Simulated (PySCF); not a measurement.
Correlation energy of W (tungsten, neutral)

[Xe] 4f14 5d4 6s2, high-spin 5D determinant. Computed with PySCF 2.14 in def2-QZVPPD with the def2 core potential (60 electrons) (7s6p4d3f2g, 84 functions), with a scalar-relativistic core potential. Frozen: 5s2 5p6; 6 electrons correlated.

```csv
level,correlation energy (mhartree)
CCSD,-111.90
(T),-6.49
CCSD(T),-118.39
```

Diagnostics: T1 = 0.028, D1 = 0.0923, largest double amplitude 0.075.

Problem. Is a single reference adequate?

Solution. Mostly. T1 lies below 0.03, but a double amplitude of this size points to a near-degeneracy that CCSD handles and MP2 describes poorly.
